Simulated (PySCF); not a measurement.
C$_{3}$H$_{9}$ClGaNO (SMILES C[O][Ga]([Cl])[N](C)C), singlet, at a GFN2-xTB geometry (such geometries of metal compounds can be far from the true shape), with bond 12-9 at 1.4 times its length. Base run: PySCF with CASSCF(4,4)/STO-3G.

Here is a job for PySCF.
```python
from pyscf import gto, scf, mcscf
import numpy

mol = gto.M(
    atom='''
Ga   -0.06741598   -0.15964564    0.03826340
Cl   -0.34274691   -1.56483698    1.57881189
O    -0.10936151   -0.68907992   -1.65120732
C    -0.35610333   -1.92217903   -2.29572959
H    -0.53362707   -2.73732743   -1.58554306
H    -1.23456382   -1.81897728   -2.93872613
H     0.51180982   -2.17657665   -2.91019363
N     0.57346480    1.59487705    0.21165271
C     0.40864445    2.29325056    1.47457231
C     0.50923174    2.47777579   -0.94072139
H     1.26848708    2.95254420    1.63410799
H    -0.86601428    3.15099802    1.51823659
H     0.37530608    1.56829066    2.29158514
H    -0.40186784    3.08923414   -0.95263449
H     1.37416414    3.14886409   -0.92359634
H     0.54871201    1.87468042   -1.84736655
''',
    basis='sto-3g',
    verbose=4,
)

mf = scf.RHF(mol)
mf.kernel()
mc = mcscf.CASSCF(mf, 4, 4)
mc.fix_spin_(ss=0.0)
mc.kernel()
occ = numpy.linalg.eigvalsh(mc.fcisolver.make_rdm1(mc.ci, mc.ncas, mc.nelecas))[::-1]
ss = mc.fcisolver.spin_square(mc.ci, mc.ncas, mc.nelecas)[0]
print('natural occupations', occ.round(4), ' <S^2>', round(ss, 4))
```

Variants of this job, named by their change:

```json
[
 {"change": "base", "ΔE vs base (kcal/mol)": "0.000", "natural occupations": "1.97 1.97 0.03 0.03", "<S^2> of the state": "0.00", "core-seconds (rough)": "10", "outcome": "converged"},
 {"change": "conv_tol = 1e-5", "ΔE vs base (kcal/mol)": "0.171", "natural occupations": "1.97 1.97 0.04 0.03", "<S^2> of the state": "0.00", "core-seconds (rough)": "9", "outcome": "converged"},
 {"change": "active space = 8 electrons, 9 orbitals", "ΔE vs base (kcal/mol)": "-36.98", "natural occupations": "1.97 1.96 1.92 1.91 0.09 0.09 0.04 0.02 0.00", "<S^2> of the state": "0.00", "core-seconds (rough)": "20", "outcome": "converged"},
 {"change": "fix_spin_ = off", "ΔE vs base (kcal/mol)": "0.000", "natural occupations": "1.97 1.97 0.03 0.03", "<S^2> of the state": "0.00", "core-seconds (rough)": "10", "outcome": "converged"},
 {"change": "orbitals = fixed (CASCI)", "ΔE vs base (kcal/mol)": "18.50", "natural occupations": "2.00 2.00 0.00 0.00", "<S^2> of the state": "0.00", "core-seconds (rough)": "2", "outcome": "converged"},
 {"change": "active space = 8 electrons, 8 orbitals", "ΔE vs base (kcal/mol)": "-", "natural occupations": "-", "<S^2> of the state": "-", "core-seconds (rough)": "-", "outcome": "not converged"},
 {"change": "orbitals = fixed (CASCI); correction = SC-NEVPT2", "ΔE vs base (kcal/mol)": "-183.5", "natural occupations": "2.00 2.00 0.00 0.00", "<S^2> of the state": "0.00", "core-seconds (rough)": "2", "outcome": "converged"},
 {"change": "correction = SC-NEVPT2", "ΔE vs base (kcal/mol)": "-184.9", "natural occupations": "1.97 1.97 0.03 0.03", "<S^2> of the state": "0.00", "core-seconds (rough)": "10", "outcome": "converged"},
 {"change": "active space = 6 electrons, 6 orbitals", "ΔE vs base (kcal/mol)": "-24.97", "natural occupations": "1.97 1.97 1.91 0.09 0.03 0.03", "<S^2> of the state": "0.00", "core-seconds (rough)": "20", "outcome": "converged"},
 {"change": "active space = 4 electrons, 5 orbitals", "ΔE vs base (kcal/mol)": "-", "natural occupations": "-", "<S^2> of the state": "-", "core-seconds (rough)": "-", "outcome": "not converged"},
 {"change": "state_average = 2 states", "ΔE vs base (kcal/mol)": "13.23", "natural occupations": "-", "<S^2> of the state": "-", "core-seconds (rough)": "20", "outcome": "converged"}
]
```

Active orbitals are taken around the Fermi level unless the row says otherwise; CASSCF can end in different local minima, and two programs can end on different orbitals. State-averaged rows give the lowest state.
